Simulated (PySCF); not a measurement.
## Radial density of I²⁺ (iodine, charge +2)

UHF, [Kr] 4d10 5s2 5p3, high-spin 4S determinant. Computed with PySCF 2.14 in x2c-TZVPPall, with the spin-free X2C one-electron Hamiltonian (Gaussian nucleus).

| r (bohr) | 4πr²ρ (e/bohr) | 4πr²(ρα − ρβ) |
| --- | --- | --- |
| 0.0248 | 65.82 | 0.0224 |
| 0.0417 | 60.52 | 0.0618 |
| 0.0701 | 84.92 | 0.0670 |
| 0.118 | 74.98 | -0.0215 |
| 0.198 | 69.01 | 0.1148 |
| 0.334 | 54.12 | 0.0149 |
| 0.561 | 24.97 | 0.3217 |
| 0.944 | 20.11 | -0.0507 |
| 1.59 | 5.075 | 1.5316 |
| 2.67 | 1.571 | 1.0656 |
| 4.49 | 0.08255 | 0.0725 |
| 7.56 | 0.0001108 | 0.0001 |

Densities and radii are taken from the X2C orbitals without a picture-change correction, which distorts them close to the nucleus.

**Question.** Where is the radial spin density 4πr²(ρα − ρβ) most negative, and why is it negative at all?

**Answer.** Around r = 0.944 bohr, down to -0.0507 e/bohr: exchange with the open shell polarises the paired shells in an unrestricted calculation.
